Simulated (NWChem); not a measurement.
System: MgBrF; SMILES [Br][Mg][F]

Input file for NWChem:

```
start job
memory heap 200 mb stack 900 mb global 1100 mb
geometry units angstroms noautosym nocenter noautoz
  Mg    -0.007495     1.075257     0.000000
  F     -0.164750     2.821061     0.000000
  Br     0.202661    -1.252821     0.000000
end
basis spherical
  * library pcsseg-1
end
dft
  xc xpbe96 cpbe96
  iterations 150
end
property
  shielding
end
task dft property
```

All runs use the structure optimised with PBE0/def2-SVP.

GIAO values for the isolated, static molecule; σ is the absolute isotropic shielding, δ = σ(reference) − σ with the isolated reference molecule computed at the same levels (19F: trichlorofluoromethane). Spin-orbit effects, on the heavy nuclei and on their neighbours, are missing.

Atoms are numbered as in the input.

### Question
Give the results of this calculation. (PBE/pcSseg-1, GIAO.) Quantities: σ Mg1 (ppm); δ F2 (ppm); σ Br3 (ppm).

### Answer
The σ Mg1 (ppm) is 504.1 and the δ F2 (ppm) is -245.0. The σ Br3 (ppm) is 3044.0.
